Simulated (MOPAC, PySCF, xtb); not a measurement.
Bond stretch in H₄Sn, SMILES [SnH4]. The Sn1–H5 bond (Sn1 also carries H, H, H; H5 carries nothing else) is pulled apart rigidly from the PBE0/def2-TZVP, def2 effective core potentials past Kr optimised geometry.

- RKS-PBE0 = restricted PBE0/def2-SVP, def2 effective core potentials past Kr run with PySCF
- GFN1-xTB (xtb)
- PM6, restricted, heats of formation (MOPAC)
- RCCSD(T) = CCSD(T) on RHF/def2-SVP, 4 core orbitals frozen, def2 effective core potentials past Kr (PySCF)

Energies are in eV, each relative to the lowest point of its own curve near equilibrium.

| R / Å | RKS-PBE0 | GFN1-xTB | PM6 | RCCSD(T) |
|---|---|---|---|---|
| 1.28 | 2.445 | 2.213 | 4.514 | 2.443 |
| 1.37 | 1.321 | 0.970 | 2.313 | 1.314 |
| 1.45 | 0.684 | 0.396 | 1.125 | 0.676 |
| 1.52 | 0.330 | 0.136 | 0.507 | 0.324 |
| 1.59 | 0.119 | [?] | 0.166 | 0.116 |
| 1.67 | 0.012 | 0.000 | 0.011 | 0.011 |
| 1.70 | 0.000 | 0.015 | 0.000 | 0.000 |
| 1.75 | 0.009 | 0.063 | 0.024 | 0.011 |
| 1.82 | 0.071 | 0.168 | 0.126 | 0.074 |
| 1.89 | 0.177 | 0.311 | 0.289 | 0.180 |
| 2.00 | 0.406 | 0.597 | 0.632 | 0.407 |
| 2.11 | 0.682 | 0.934 | 1.046 | 0.678 |
| 2.30 | 1.208 | [?] | [?] | 1.180 |
| 2.57 | 1.960 | [?] | 3.007 | 1.854 |
| 2.81 | 2.571 | 3.028 | 3.907 | 2.342 |
| 3.04 | 3.083 | 3.570 | 4.611 | [?] |
| 3.41 | 3.754 | 4.236 | 5.437 | 3.015 |
| 3.77 | 4.246 | 4.658 | 5.963 | 3.123 |
| 4.21 | 4.676 | 4.951 | 6.369 | 3.110 |
| 4.56 | 4.918 | 5.067 | [?] | 3.063 |
| 5.17 | 5.190 | 5.129 | 6.876 | 2.988 |
| 6.00 | 5.382 | 5.140 | 7.063 | 2.932 |

**Question.** Fill in the missing entries.

**Answer.** 
- 1.59, GFN1-xTB: 0.020
- 2.30, GFN1-xTB: 1.547
- 2.30, PM6: 1.851
- 2.57, GFN1-xTB: 2.371
- 3.04, RCCSD(T): 2.690
- 4.56, PM6: 6.584

At the longest distance RKS-PBE0 leaves fractional charges on the fragments, a sign of delocalisation error or of the restricted form. The restricted form behind RKS-PBE0, PM6 keeps the bonding electrons paired and can't separate into open-shell fragments. The T1 diagnostic of CCSD on the restricted reference of RCCSD(T) exceeds 0.045 at 3.77 to 6.00 Å.
